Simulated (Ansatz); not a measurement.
Cartesian coordinates (Å):
```xyz
12

S      2.3530    -1.4299    -0.1654
C      0.8158    -0.6332    -0.0744
C     -0.3673    -1.2751    -0.1596
C     -1.5703    -0.4376    -0.0618
C     -1.4134     0.8881     0.1030
Si     0.4132     1.1883     0.1491
H      3.1265    -0.3432    -0.0272
H     -0.4624    -2.3493    -0.2929
H     -2.5459    -0.9136    -0.1255
H     -2.2486     1.5700     0.1833
H      0.9555     2.0159    -0.9615
H      0.9438     1.7197     1.4330
```
Charge 0, multiplicity 1.

Computed with frozen-core CCSD(T)/cc-pVTZ // PBE0-D3(BJ)/def2-TZVP (Ansatz, an electronic-structure program). The restricted HF reference is unstable towards unrestricted orbitals.

```yaml
HF energy: -841.47071 Ha
MP2 correlation energy: -0.92630 Ha
```

**Question.** Estimate the CCSD correlation energy, the (T) correction, the total energy and the T1 diagnostic.

**Answer.** 
The CCSD correlation energy is -0.97547 Ha and the (T) correction is -0.05049 Ha. The CCSD(T) total energy comes out as -842.49667 Ha and the T1 diagnostic is 0.013.
